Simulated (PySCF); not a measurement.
Compound: C₂H₁₁BN₂.
Numbering: `[NH2:1][CH2:2][CH2:3][BH2-:4][NH3+:5]` (hydrogens: H6, H7 on N1; H8, H9 on C2; H10, H11 on C3; H12, H13 on B4; H14, H15, H16 on N5)

Method used: PBE0-D3(BJ)/def2-SVP geometry optimisation, gas phase (PySCF).

(1) Give the optimised bond lengths and angles.

Results:

(1) 
| bond | length (Å) |
| --- | --- |
| N1–C2 | 1.468 |
| C2–C3 | 1.530 |
| C3–B4 | 1.639 |
| B4–N5 | 1.626 |
| N1–H6, N1–H7 | 1.019 |
| C2–H8, C2–H9 | 1.108 |
| C3–H10, C3–H11 | 1.104 |
| B4–H12, B4–H13 | 1.231 |
| N5–H14, N5–H15 | 1.019 |
| N5–H16 | 1.049 |

Bonds in one row agree within 0.01 Å and their mean is given. A selection of angles:
| angle | degrees |
| --- | --- |
| C2–N1–H6 | 109.8 |
| C2–N1–H7 | 111.4 |
| H6–N1–H7 | 107.0 |
| N1–C2–C3 | 111.7 |
| N1–C2–H8 | 112.2 |
| N1–C2–H9 | 106.7 |
| C3–C2–H8 | 111.0 |
| C3–C2–H9 | 109.7 |
| H8–C2–H9 | 105.2 |
| C2–C3–B4 | 115.9 |
| C2–C3–H10 | 107.3 |
| C2–C3–H11 | 108.7 |
| B4–C3–H10 | 112.0 |
| B4–C3–H11 | 107.4 |
| H10–C3–H11 | 105.0 |
| C3–B4–N5 | 108.0 |
| C3–B4–H12 | 114.0 |
| C3–B4–H13 | 112.4 |
| N5–B4–H12 | 107.6 |
| N5–B4–H13 | 103.1 |
| H12–B4–H13 | 110.9 |
| B4–N5–H14 | 113.7 |
| B4–N5–H15 | 111.6 |
| B4–N5–H16 | 103.0 |
| H14–N5–H15 | 108.2 |
| H14–N5–H16 | 109.7 |
| H15–N5–H16 | 110.5 |

Torsions: N1–C2–C3–B4 38° (synclinal); C2–C3–B4–N5 25° (synperiplanar). The mirror-image conformer, all signs reversed, is as good.

Of the pairs four or more bonds apart, those above aside, C2···H16 is among the closest relative to their van der Waals radii: 2.39 Å, 82 % of the sum of Bondi's values. N1 (primary amine nitrogen) is pyramidal (angles 111.4°, 109.8° and 107.0°, sum 328.1°, 0.38 Å off the plane of its three neighbours). B4 (four-coordinate boron) is distorted tetrahedral (angles from 103.1° to 114.0°). H16 on N5 lies 1.84 Å from N1, 5 bonds away (angle at H 142°; Bondi radii sum to 2.75 Å): the geometry of an intramolecular hydrogen bond. N5 (nitrogen bonded to B and 3 H) is distorted tetrahedral (angles from 103.0° to 113.7°).

Point group: C1 (no symmetry element, even within 0.4 Å). Stationary, but not proved a minimum. One conformer, not necessarily the lowest (H–N1–C2–C3 52° and 171°, N1–C2–C3–B4 38°, C2–C3–B4–N5 25°).

Time: 41 s; peak memory 0.51 GiB. Hardware: one thread, Arm Neoverse V1 (aarch64), shared host with 32 logical CPUs at a one-minute load of 33. That covers the optimisation of the geometry.
